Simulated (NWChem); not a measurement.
**A calculation on H4Al2F2**

```xyz
8

Al     0.0000     0.0000    -1.4249
Al     0.0000     0.0000     1.4249
F     -1.1815     0.0000     0.0000
H      0.0000     1.4146    -2.1119
H      0.0000    -1.4146    -2.1119
F      1.1815     0.0000     0.0000
H      0.0000     1.4146     2.1119
H      0.0000    -1.4146     2.1119
```
Charge 0, spin multiplicity 1.

The numbers come from NWChem runs, not from measurements. The geometry was optimised at B3LYP/def2-SVP, a minimum by its harmonic frequencies.

Symmetry labels belong to the abelian group D2h used in the runs, with the axes of the coordinates shown.

The Pople sets run with spherical d functions. The structure started from a generated list of species.

Problem. List the lowest 4 singlet excitations that TD-PBE/6-31+G* (spherical d) gives, with oscillator strengths.

Solution. 
| state | symmetry | energy (eV) | wavelength (nm) | f |
|---|---|---|---|---|
| 1 | b1g | 5.80 | 214 | 0.000 |
| 2 | au | 5.98 | 207 | 0.000 |
| 3 | b2u | 6.74 | 184 | 0.017 |
| 4 | au | 6.77 | 183 | 0.000 |
